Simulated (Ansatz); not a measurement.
# Ligand exchange: AlH(CH3)I + GeH3(SH) → AlH(CH3)(SH) + GeH3I

Species: AlH(CH3)I, singlet; GeH3(SH), singlet; AlH(CH3)(SH), singlet; GeH3I `[GeH3][I]`, singlet. The partners trade I for SH: Al–I and Ge–SH bonds give way to Al–SH and Ge–I.

Shapes, held fixed at every level: PBE0-D4/def2-TZVP. Flexible molecules stand in one conformer, not always the lowest. Programs: Ansatz 0.2.0. Electronic energies: no zero-point or thermal term.

(1) Estimate ΔE of this reaction.

Answers

(1) The highest level, CCSD(T)/def2-TZVPP, gives ΔE = +1.7 kJ/mol; the levels span -2.9 to +2.8. That is about zero within the method's error. They disagree on the sign: 3 of 7 are positive. The column of differences is taken from that level and isn't an error. No measured value is set beside it here. For atoms past krypton def2 sets carry core potentials with scalar relativity. Relativity is left out for Ge unless named. Correlated rows may include outer-core shells of Ge, I, which these sets cover unevenly.

| level | kind | ΔE (kJ/mol) | less CCSD(T)/def2-TZVPP |
| --- | --- | --- | --- |
| HF/def2-SVP | Hartree–Fock | +1.1 | -0.6 |
| B3LYP-D4/def2-TZVPP | global hybrid | -2.9 | -4.6 |
| PBE0-D4/def2-TZVPP | global hybrid | -0.7 | -2.4 |
| wB97M-V/def2-TZVPP | range-separated hybrid | -0.8 | -2.5 |
| MP2/def2-TZVPP | perturbation theory | +2.8 | +1.1 |
| CCSD/def2-SVP | coupled cluster or CI | -0.8 | -2.5 |
| CCSD(T)/def2-TZVPP | coupled cluster or CI | +1.7 | 0.0 |
